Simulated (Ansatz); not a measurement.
Born–Oppenheimer molecular dynamics of CH5FGeO2 (10 atoms, charge 0, multiplicity 1). It goes on from the last frame of an earlier run, with new velocities.

Level of theory: RKS PBE/def2-SVP in Ansatz.

| Quantity | Value |
| --- | --- |
| ensemble | NVT, Nosé–Hoover chain |
| time step | 0.5 fs |
| steps asked | 250 |
| set temperature | 1000 K |
| thermostat | time constant 100 fs, chain length 3 (defaults) |
| seed | 630482 |

Frames 0.5 fs apart, positions in Å.

Velocities at 80 fs (Å/ps):

```
Ge 1.32 1.84 -1.09
C 2.96 -7.95 7.67
H 14.78 14.95 -15.86
H 18.00 -37.35 30.66
H 26.39 11.97 17.55
O -7.84 1.87 7.53
H -12.81 -24.54 0.14
F -1.88 -6.16 -9.57
O 0.81 3.35 0.03
H -29.84 30.64 15.14
```

```xyz
10
Properties=species:S:1:pos:R:3 time_fs=80 energy_less_start_eV=0.421 T=705
Ge -0.003 -0.280 0.301
C -0.024 0.127 2.171
H -0.256 -0.757 2.865
H 0.927 0.486 2.509
H -0.952 0.676 2.195
O 1.592 -0.004 -0.642
H 1.956 -0.847 -1.012
F -0.868 0.933 -0.559
O -0.546 -1.888 -0.281
H 0.086 -2.623 -0.077
10
Properties=species:S:1:pos:R:3 time_fs=80.5 energy_less_start_eV=0.387 T=740
Ge -0.002 -0.279 0.301
C -0.023 0.123 2.175
H -0.249 -0.749 2.856
H 0.937 0.468 2.524
H -0.939 0.684 2.204
O 1.588 -0.003 -0.638
H 1.949 -0.858 -1.011
F -0.869 0.930 -0.564
O -0.546 -1.887 -0.281
H 0.070 -2.607 -0.069
10
Properties=species:S:1:pos:R:3 time_fs=81 energy_less_start_eV=0.373 T=756
Ge -0.001 -0.278 0.300
C -0.021 0.118 2.179
H -0.241 -0.741 2.845
H 0.948 0.454 2.540
H -0.927 0.695 2.215
O 1.584 -0.002 -0.634
H 1.941 -0.868 -1.010
F -0.870 0.927 -0.569
O -0.546 -1.885 -0.281
H 0.055 -2.591 -0.061
10
Properties=species:S:1:pos:R:3 time_fs=81.5 energy_less_start_eV=0.376 T=756
Ge 0.000 -0.278 0.299
C -0.020 0.113 2.183
H -0.233 -0.734 2.833
H 0.960 0.442 2.556
H -0.916 0.710 2.228
O 1.580 -0.002 -0.630
H 1.931 -0.874 -1.007
F -0.871 0.924 -0.574
O -0.545 -1.883 -0.281
H 0.042 -2.576 -0.052
10
Properties=species:S:1:pos:R:3 time_fs=82 energy_less_start_eV=0.384 T=751
Ge 0.001 -0.277 0.299
C -0.019 0.108 2.187
H -0.225 -0.729 2.821
H 0.971 0.433 2.572
H -0.906 0.729 2.241
O 1.576 -0.001 -0.626
H 1.919 -0.878 -1.002
F -0.873 0.921 -0.579
O -0.546 -1.881 -0.281
H 0.031 -2.566 -0.042
10
Properties=species:S:1:pos:R:3 time_fs=82.5 energy_less_start_eV=0.378 T=760
Ge 0.002 -0.276 0.298
C -0.018 0.102 2.191
H -0.219 -0.727 2.810
H 0.982 0.425 2.587
H -0.896 0.750 2.257
O 1.572 -0.001 -0.622
H 1.906 -0.878 -0.996
F -0.874 0.918 -0.584
O -0.546 -1.879 -0.281
H 0.025 -2.560 -0.030
10
Properties=species:S:1:pos:R:3 time_fs=83 energy_less_start_eV=0.346 T=793
Ge 0.003 -0.275 0.297
C -0.016 0.097 2.195
H -0.215 -0.731 2.800
H 0.991 0.419 2.600
H -0.886 0.773 2.273
O 1.568 -0.001 -0.618
H 1.891 -0.875 -0.989
F -0.876 0.916 -0.588
O -0.547 -1.876 -0.281
H 0.023 -2.559 -0.015
10
Properties=species:S:1:pos:R:3 time_fs=83.5 energy_less_start_eV=0.293 T=846
Ge 0.004 -0.274 0.296
C -0.014 0.092 2.199
H -0.212 -0.739 2.793
H 0.998 0.415 2.613
H -0.875 0.797 2.291
O 1.564 -0.002 -0.614
H 1.875 -0.869 -0.981
F -0.877 0.913 -0.593
O -0.548 -1.873 -0.281
H 0.024 -2.563 0.001
10
Properties=species:S:1:pos:R:3 time_fs=84 energy_less_start_eV=0.236 T=903
Ge 0.005 -0.274 0.295
C -0.012 0.088 2.202
H -0.211 -0.754 2.788
H 1.003 0.411 2.623
H -0.863 0.822 2.309
O 1.560 -0.002 -0.609
H 1.858 -0.862 -0.972
F -0.879 0.910 -0.598
O -0.549 -1.870 -0.282
H 0.029 -2.571 0.019
10
Properties=species:S:1:pos:R:3 time_fs=84.5 energy_less_start_eV=0.193 T=946
Ge 0.006 -0.273 0.294
C -0.010 0.084 2.205
H -0.213 -0.773 2.786
H 1.005 0.409 2.632
H -0.848 0.847 2.329
O 1.556 -0.003 -0.605
H 1.841 -0.855 -0.963
F -0.881 0.907 -0.603
O -0.551 -1.867 -0.282
H 0.034 -2.579 0.038
10
Properties=species:S:1:pos:R:3 time_fs=85 energy_less_start_eV=0.176 T=966
Ge 0.008 -0.272 0.293
C -0.008 0.080 2.209
H -0.216 -0.797 2.786
H 1.004 0.407 2.639
H -0.831 0.870 2.349
O 1.552 -0.003 -0.600
H 1.825 -0.848 -0.955
F -0.884 0.905 -0.608
O -0.552 -1.863 -0.283
H 0.040 -2.588 0.058
10
Properties=species:S:1:pos:R:3 time_fs=85.5 energy_less_start_eV=0.183 T=963
Ge 0.009 -0.271 0.292
C -0.005 0.077 2.212
H -0.221 -0.824 2.787
H 1.002 0.405 2.643
H -0.812 0.892 2.369
O 1.548 -0.003 -0.595
H 1.809 -0.843 -0.948
F -0.886 0.902 -0.612
O -0.553 -1.860 -0.283
H 0.043 -2.596 0.076
```

Of the whole run (125 fs, mean temperature of the second half 813 K): The conserved energy stayed within 0.45 meV per atom of its start (net change -0.027 meV per atom), so the integration is sound. The mean temperature of the second half is 19 % below the set value. A run of 0.12 ps of so small a system gives no equilibrium averages.

Time of the run: 4.5 min on 4 threads of Arm Neoverse V1 (shared host), peak memory 0.17 GiB.
